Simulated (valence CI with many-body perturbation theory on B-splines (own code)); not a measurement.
# Cd25+: fill in the table

Method: relativistic CI+MBPT: five valence electrons over a frozen Dirac-Fock core [Ar], radial functions for each j: 7 s, 7 p, 8 d, 6 f, 4 g, 1 h, with the one-electron correlation potential Σ1, the two-electron term Σ2, the three-electron term Σ3, Breit, model QED; selected CI, second order for the rest, scaled by the run's own slope (own B-spline code, finite nucleus).

No measured spectrum was set against this ion. As an estimate, terms of the open shell hold to 2 to 4 % of their energy, and close levels can change places. Only levels of the ground parity were solved; by the run's estimate the other parity begins above the list, which can be wrong where configurations are misplaced.

| Level | E (cm⁻¹) |
| --- | --- |
| (3d3/2^3 3d5/2^2) J=5/2 [a] | 0.0 |
| (3d3/2^4 3d5/2) J=5/2 | ? |
| (3d3/2^3 3d5/2^2) J=7/2 [a] | 117830 |
| (3d3/2^3 3d5/2^2) J=3/2 | ? |
| (3d3/2^3 3d5/2^2) J=11/2 | ? |
| (3d3/2^3 3d5/2^2) J=5/2 [b] | ? |
| (3d3/2^3 3d5/2^2) J=9/2 | 130850 |
| (3d3/2^3 3d5/2^2) J=1/2 | 139980 |
| (3d3/2^2 3d5/2^3) J=7/2 [a] | 160930 |
| (3d3/2^3 3d5/2^2) J=5/2 [c] | 168420 |
| (3d3/2^2 3d5/2^3) J=11/2 | 182710 |
| (3d3/2^2 3d5/2^3) J=1/2 [a] | 185860 |
| (3d3/2^3 3d5/2^2) J=7/2 [b] | 188870 |
| (3d3/2^2 3d5/2^3) J=3/2 [a] | 189580 |
| (3d3/2^2 3d5/2^3) J=9/2 [a] | 199360 |
| (3d3/2^2 3d5/2^3) J=3/2 [b] | 200050 |
| (3d3/2^2 3d5/2^3) J=13/2 | 200220 |
| (3d3/2^2 3d5/2^3) J=5/2 [a] | ? |
| (3d3/2^2 3d5/2^3) J=9/2 [b] | 234750 |
| (3d3/2^2 3d5/2^3) J=5/2 [b] | ? |

Levels are named by their leading jj configuration (3d3/2^4 stands for four electrons in 3d with j = 3/2), which in mixed levels can hold well under half, so a name can repeat and another be missing. Letters in brackets count levels of one name in rising energy.

The levels stand in rising order. What does the calculation give for the missing energies?

(3d3/2^4 3d5/2) J=5/2 85502; (3d3/2^3 3d5/2^2) J=3/2 121770; (3d3/2^3 3d5/2^2) J=11/2 122520; (3d3/2^3 3d5/2^2) J=5/2 [b] 128890; (3d3/2^2 3d5/2^3) J=5/2 [a] 211830; (3d3/2^2 3d5/2^3) J=5/2 [b] 236440.
